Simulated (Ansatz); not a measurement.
Input and output for CH3Cl3HfO (`C[O][Hf]([Cl])([Cl])[Cl]`).

```yaml
crystal:
  periodic: [false, false, false]
  atoms:
    - {symbol: C, position_ang: [-1.094607, -0.479729, -1.250907]}
    - {symbol: O, position_ang: [-0.210863, -0.094298, -0.241661]}
    - {symbol: Hf, position_ang: [0.973011, 0.426073, 1.111863]}
    - {symbol: Cl, position_ang: [1.991550, -1.494147, 1.982576]}
    - {symbol: Cl, position_ang: [2.577581, 1.855268, 0.181695]}
    - {symbol: Cl, position_ang: [-0.246979, 1.533850, 2.775284]}
    - {symbol: H, position_ang: [-1.067355, -1.565312, -1.374110]}
    - {symbol: H, position_ang: [-2.111487, -0.175463, -0.990540]}
    - {symbol: H, position_ang: [-0.810842, -0.006243, -2.194188]}
basis:
  gaussian: {orbitals: ANO-RCC-VTZP}
hamiltonian: {xc: {name: PBE}, dispersion: d3bj}
scf: {lower_state_search: full}
output: {forces: true}
```

```sh
$ ansatz run in.yaml --threads 2 --pin off --events-out ev --progress --plain --max-ram 32768MiB --backend cpu
```

Shortened log:

```
Functional definition: PBE
2534 factors; their error is unknown
mean field evaluation 1: about -451153.3844 eV, gradient 9.8e1 eV
mean field evaluation 2: about -450986.9271 eV, gradient 3.3e2 eV
mean field evaluation 4: about -451163.6763 eV, gradient 3.0e1 eV
mean field evaluation 8: about -451165.2238 eV, gradient 5.3e-1 eV
mean field evaluation 16: about -451165.1918 eV, gradient 2.4e-3 eV
mean field evaluation 96: about -451165.1918 eV, gradient 1.6e-4 eV
mean field -451165.19181734 eV, -16580.0149885365 hartree, gradient 6.4e-5 eV, S^2 0.000000; 3 other end points of the search recorded, 0 dependent functions left out
reference -451165.19190379 eV, -16580.0149917136 hartree; 70, 70 occupied and 238, 238 virtual orbitals, 2534 factors
Total energy: -451165.42892569 eV, -16580.0237021078 hartree
Relativity: scalar
Atom 0 at    -1.094607    -0.479729    -1.250907 Å, force    -0.120496    -0.052426    -0.138701 eV/Å
Atom 1 at    -0.210863    -0.094298    -0.241661 Å, force     0.324493     0.142254     0.370404 eV/Å
Atom 2 at     0.973011     0.426073     1.111863 Å, force     0.064886     0.027335     0.073903 eV/Å
Atom 3 at     1.991550    -1.494147     1.982576 Å, force    -0.080728     0.145761    -0.069532 eV/Å
Atom 4 at     2.577581     1.855268     0.181695 Å, force    -0.125137    -0.109788     0.068080 eV/Å
Atom 5 at    -0.246979     1.533850     2.775284 Å, force     0.090788    -0.085582    -0.129754 eV/Å
Atom 6 at    -1.067355    -1.565312    -1.374110 Å, force     0.000606    -0.216321    -0.029520 eV/Å
Atom 7 at    -2.111487    -0.175463    -0.990540 Å, force    -0.205567     0.057913     0.045734 eV/Å
Atom 8 at    -0.810842    -0.006243    -2.194188 Å, force     0.051155     0.090855    -0.190614 eV/Å
Dipole moment:    -0.435867    -0.190681    -0.497973 e Å
```

Hardware: 2 threads of a server CPU on a shared host. Wall time 81 s, peak host memory 1.2 GiB.
